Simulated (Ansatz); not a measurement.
Program: Ansatz. Geometries: PBE0-D4/def2-TZVP. ΔE: electronic, gas phase. CCSD(T)/CBS is the MP2 limit (def2-TZVPP, def2-QZVPP) plus CCSD(T) − MP2 in def2-TZVPP, frozen cores. This one scheme is used for every species, atoms too. DFT in def2-TZVPP. B3LYP here is the variant with VWN-RPA as its local correlation; programs differ in this. No spin–orbit coupling; open shells (•) take unrestricted orbitals. Spin–orbit coupling would lower the free atoms: a little for C, F, Si. Bonds to Zn are less sure, by a few kJ/mol each and by 10 to 20 or more in all where they break to atoms, as the def2 sets lack core-valence functions. Scalar relativity is left out up to krypton. One conformer a species, not always the lowest.

Reaction (atomization): `[F][Zn][CH2][SiH3]` → C• + F• + 5 H• + Si• + Zn (atom)

| level | ΔE (kcal/mol) |
| --- | --- |
| B3LYP-D4 | 660.8 |
| r2SCAN | 669.4 |

Q: What does CCSD(T)/CBS give? (Estimate.)

A: Computed: +668.8 kcal/mol. The listed levels differ from it by -8.0, 0.6 kcal/mol.

Largest T1 diagnostic among the species: 0.017.

From PBE to PBE0 (25 % exact exchange), in def2-TZVPP and without D4, ΔE moves by −6.4 kcal/mol: exact exchange takes away binding that semilocal exchange gives to molecules. The D4 term adds +6.2 kcal/mol with B3LYP and +3.2 kcal/mol with PBE0; it sums over pairs of atoms, weighted by their polarisabilities, and B3LYP, whose exchange is more repulsive, gets the larger term. In def2-TZVPP, CCSD(T) changes the Hartree–Fock value by +153.8 kcal/mol (the triples alone add +8.0 kcal/mol) and MP2 by +164.1 kcal/mol; breaking electron pairs costs correlation energy, which Hartree–Fock lacks.

For atomizations the MP2-based limit and the directly extrapolated one differ by several kJ/mol either way, and by 10 to 25 for some Ge, Se and Sn compounds, so smaller differences from it don't rank the levels.
